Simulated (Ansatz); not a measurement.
Reaction (formal exchange of groups at a Ge–In bond): `[F][In]([Cl])[GeH3]` + `C[SiH2]C` → `C[SiH](C)[GeH3]` + `[F][InH][Cl]`

Calculated with Ansatz (gas phase, PBE0-D4/def2-TZVP geometries, no zero-point term in ΔE). CCSD(T)/CBS adds triple-zeta CCSD(T) − MP2 to the extrapolated MP2 energy (def2 sets, frozen cores). Elements past krypton have def2 core potentials. For Ge, In outer-core shells are correlated without core-valence functions, which leaves a few kJ/mol of doubt a bond. Scalar relativity is left out up to krypton.

| species | HF/def2-TZVPP energy (Eh) |
| --- | --- |
| `[F][In]([Cl])[GeH3]` | -2825.42047 |
| `C[SiH2]C` | -369.38438 |
| `C[SiH](C)[GeH3]` | -2445.91591 |
| `[F][InH][Cl]` | -748.86692 |

**Question.** Work out ΔE.

**Answer.** ΔE = (-2445.91591) + (-748.86692) − (-2825.42047) − (-369.38438) = 0.02202 Eh = +57.8 kJ/mol. CCSD(T)/CBS gives +51.3 kJ/mol.

Largest T1 diagnostic among the species: 0.015.

The D4 term adds −5.9 kJ/mol with B3LYP and −3.4 kJ/mol with PBE0; it sums over pairs of atoms, weighted by their polarisabilities, and B3LYP, whose exchange is more repulsive, gets the larger term. In def2-TZVPP, CCSD(T) changes the Hartree–Fock value by −9.8 kJ/mol (the triples alone add −1.6 kJ/mol) and MP2 by −4.3 kJ/mol.

B3LYP here is the variant with VWN-RPA as its local correlation; programs differ in this.
